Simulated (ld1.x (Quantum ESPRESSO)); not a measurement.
Values are calculated unless marked as measured or tabulated.
## Potentials for Si compared

Generated with ld1.x 7.5 (TM, RRKJ, ultrasoft, PAW), atompaw 4.2 or ONCVPSP 4.0.1. The cutoff is in Ry: for ld1.x and atompaw files where the sum of valence levels is converged to 10 mRy in a Bessel basis, for ONCV files where the hardest occupied wave has 1 mHa per electron of residual kinetic energy. The error is the largest all-electron minus pseudo excitation energy over each file’s own four to seven test configurations (ionisations up to +4, promotions, holes and added fractions of an electron), all of which were solved. The labels leave out finer settings (local radius, basis sizes, second energies), which also bear on the numbers. Spin-polarised tests are not counted. The rows are a selection from randomly drawn settings: files with unsolved tests, undetermined cutoffs or missed reference levels are left out.

| potential | cutoff (Ry) | largest error (meV) | bound ghosts |
| --- | --- | --- | --- |
| TM, PW91, scalar-relativistic, rc 1.30/2.30/2.35 (spd), local p, core correction yes, reference 3s2 3p2 | 40 | +43 | none |
| TM, PBE, scalar-relativistic, rc 1.65/2.15/2.10 (spd), local p, core correction no, reference 3s2 3p2 | 15 | +69 | none |
| TM, LDA (PZ), non-relativistic, rc 1.90/1.85/1.80 (spd), local smoothed, core correction yes, reference 3s1.75 3p2.25 | 15 | +82 | none |
| ultrasoft, PBE, scalar-relativistic, rc 2.25/2.10 (sp), local smoothed, core correction no, reference 3s2 3p2 | 8 | +31 | none |
| TM, LDA (PZ), scalar-relativistic, rc 1.70/1.75/1.80 (spd), local smoothed, core correction yes, reference 3s2 3p2 | 15 | +81 | none |
| TM, LDA (PZ), scalar-relativistic, rc 1.60/1.40/1.40 (spd), local s, core correction yes, reference 3s2 3p2 | 45 | +35 | none |

Fill in the row for Si: TM semilocal, PBE, non-relativistic, rc 1.75/1.95 (sp), local s, core correction yes, reference 3s2 3p2.

cutoff 15 Ry, largest error +51 meV, bound ghosts: none.
